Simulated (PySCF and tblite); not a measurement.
Values are calculated unless marked as measured or tabulated.
C4H3ClS2, numbered as in [SH:1][c:2]1[cH:3][cH:4][c:5]([Cl:6])[s:7]1.

Conformers came from 60 starts (ETKDG and KDG, MMFF94s, GFN2-xTB); geometries are GFN2-xTB. Energies: PBE0-D3(BJ)/def2-SVP (IEF-PCM, acetonitrile), with GFN2-xTB thermal terms (modes under about 100 cm⁻¹ blended into free rotors). Symmetry numbers and mirror images are counted. Conformers within 2.5 kcal/mol (GFN2-xTB free energy) were kept, 5 at most. Programs: PySCF with density fitting and tblite.

Torsions listed: H1–S1–C2–S7.

```csv
conformer,shape,symmetry
1,0°,Cs
2,180°,Cs
```

Which of these conformers is the most populated at 298.15 K, and with what share?

Conformer 1, about 65 %. The lead over the next is within the error of the method.

Give the DFT energies and free energies relative to the lowest, and all weights.


```csv
conformer,shape,E(DFT) kcal/mol,G(298.15 K) kcal/mol,weight %
1,0°,0.00,0.00,64.7
2,180°,0.26,0.36,35.3
```

How does its share change from 250 K to 350 K?

From 67 % to 63 %; the mixing entropy goes from 1.26 to 1.31 cal/(mol K).

The minima are those of GFN2-xTB; planar forms about aryl–S or allylic bonds may be saddles in DFT.
